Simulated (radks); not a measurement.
All-electron atom: Ta22+ in [Kr] 4d10 4f5. Method: Dirac Kohn-Sham, PBE, spin-unpolarised, spherical densities, finite nucleus; open shells fill j = l - 1/2 first; Fermi nuclear charge, rms radius 5.3507 fm; computed with a radial shooting solver on a logarithmic mesh with Libxc functionals.

Spin-orbit splittings of the eigenvalues, e(l+1/2) - e(l-1/2), with zeta = 2 splitting/(2l+1) and mean radii in bohr:

\begin{tabular}{lrrrrr}
shell & occ. & splitting (eV) & zeta (eV) & <r> j=l-1/2 & <r> j=l+1/2 \\ \hline
2p & 6 & 1270 & 846.5 & 0.06488 & 0.07273 \\
3p & 6 & 274.1 & 182.8 & 0.1940 & 0.2084 \\
3d & 10 & 59.63 & 23.85 & 0.1826 & 0.1871 \\
4p & 6 & 69.76 & 46.51 & 0.4462 & 0.4734 \\
4d & 10 & 13.79 & 5.517 & 0.4767 & 0.4849 \\
4f & 5 & 3.180 & 0.9085 & 0.4796 & 0.4832 \\
5p & 0 & 22.02 & 14.68 & 0.8788 & 0.9180 \\
\end{tabular}
